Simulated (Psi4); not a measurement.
Psi4 input (wB97X-D/6-31G*):

```
memory 1500 MB

molecule {
-1 1
Si   -1.99103800    0.24646800    0.26234900
C    -0.20378300    0.03088100    0.03481600
C     0.78755900    0.55370300    0.81340300
C     2.09519500    0.16391400    0.32009000
C     2.03986400   -0.63149700   -0.80256400
C     0.53305200   -0.75959400   -1.04715000
H    -2.75646700   -1.02934900    0.45992500
H    -2.69863900    0.88324400   -0.89801600
H    -2.32582700    1.09727000    1.44640500
H     0.61014300    1.17977300    1.68763600
H     3.00907500    0.48872500    0.81648800
H     0.28397800   -0.39572300   -2.05368800
H     0.24094600   -1.81894100   -1.04320400
symmetry c1
no_reorient
no_com
}

set {
  basis 6-31G*
  reference rks
  scf_type pk
  dft_radial_points 99
  dft_spherical_points 590
  e_convergence 1e-8
  d_convergence 1e-7
  maxiter 150
}

e = energy('wb97x-d')
print_out(f'\nFINAL {e:.10f} DIPOLE {variable("CURRENT DIPOLE")[0]:.6f} {variable("CURRENT DIPOLE")[1]:.6f} {variable("CURRENT DIPOLE")[2]:.6f}\n')
```

From the output:

```
    One-Electron Energy =               -1172.8763583137651949
    Two-Electron Energy =                 471.9135643472421862
    DFT Exchange-Correlation Energy =     -35.5342203052439203
    Empirical Dispersion Energy =          -0.0053970538648902
    VV10 Nonlocal Energy =                  0.0000000000000000
    Total Energy =                       -484.0465564464022350

Computation Completed

Properties will be evaluated at   0.000000,   0.000000,   0.000000 [a0]

Properties computed using the SCF density matrix

 Multipole Moments:

 ------------------------------------------------------------------------------------
     Multipole            Electronic (a.u.)      Nuclear  (a.u.)        Total (a.u.)
 ------------------------------------------------------------------------------------

 L = 1.  Multiply by 2.5417464519 to convert [e a0] to [Debye]
 Dipole X            :         -1.7998011           -0.0000019           -1.7998030
 Dipole Y            :          0.5701629           -0.0000132            0.5701497
 Dipole Z            :          0.7263800            0.0000038            0.7263838
 Magnitude           :                                                    2.0228680

 ------------------------------------------------------------------------------------

FINAL -484.0465564464 DIPOLE -1.799803 0.570150 0.726384

*** Psi4 exiting successfully. Buy a developer a beer!
```

The dipole moment of an ion depends on the origin.

The geometry given is a B3LYP-D3(BJ)/def2-TZVP minimum.
